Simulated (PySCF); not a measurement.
A species of formula C6H11NOSi2 has this rotational fingerprint, computed with PBE0-D3(BJ)/def2-SVP geometry optimisation, gas phase in PySCF 2.14.0:

* Rotational constants: A = 3089, B = 389.5, C = 360.8 MHz
* Dipole components: |μa| = 0.67 D, |μb| = 0.49 D, |μc| = 0.71 D
* Inertial defect: -60.69 u·Å²
* κ: -0.98

Question: Which structure is it? (One computed conformer of each.)
A. `[N:1]#[C:2]/[CH:3]=[CH:4]/[CH2:5][Si@@H:6]1[CH2:7][CH2:8][SiH2:9][O:10]1` with C3–C4–C5–Si6 78°, C4–C5–Si6–C7 46°, C5–Si6–C7–C8 -138°, Si6–C7–C8–Si9 32°, C7–C8–Si9–O10 -28°, C8–Si9–O10–Si6 13°
B. `[CH2:1]=[CH:2]/[C:3]([SiH3:4])=[C:5](/[SiH3:6])[O:7][CH2:8][C:9]#[N:10]` with C1–C2–C3–Si4 7°, C3–C5–O7–C8 -144°, C5–O7–C8–C9 151°
C. `[SiH3:1][NH:2][SiH2:3][O:4][c:5]1[cH:6][cH:7][cH:8][cH:9][cH:10]1` with Si1–N2–Si3–O4 84°, N2–Si3–O4–C5 -179°, Si3–O4–C5–C6 0°

Answer: C. It is [SiH3]N[SiH2]Oc1ccccc1, a near-prolate asymmetric top, point group C1. The candidates at the same level (rigid rotor, commonest isotopes):

```json
{"SMILES": "C=C/C([SiH3])=C(/[SiH3])OCC#N", "A (MHz)": "1254", "B (MHz)": "607.0", "C (MHz)": "421.5", "μa (D)": "1.96", "μb (D)": "2.57", "μc (D)": "0.29", "Δ (u·Å²)": "-36.75", "point group": "C1", "rotor": "asymmetric top"}
{"SMILES": "N#C/C=C/C[Si@@H]1CC[SiH2]O1", "A (MHz)": "1358", "B (MHz)": "671.7", "C (MHz)": "550.9", "μa (D)": "3.79", "μb (D)": "2.84", "μc (D)": "0.73", "Δ (u·Å²)": "-207.04", "point group": "C1", "rotor": "asymmetric top"}
{"SMILES": "[SiH3]N[SiH2]Oc1ccccc1", "A (MHz)": "3089", "B (MHz)": "389.5", "C (MHz)": "360.8", "μa (D)": "0.67", "μb (D)": "0.49", "μc (D)": "0.71", "Δ (u·Å²)": "-60.69", "point group": "C1", "rotor": "near-prolate asymmetric top"}
```

`C=C/C([SiH3])=C(/[SiH3])OCC#N` has A 59 % too low; `N#C/C=C/C[Si@@H]1CC[SiH2]O1` has B 72 % too high. No structure here is proved a minimum.
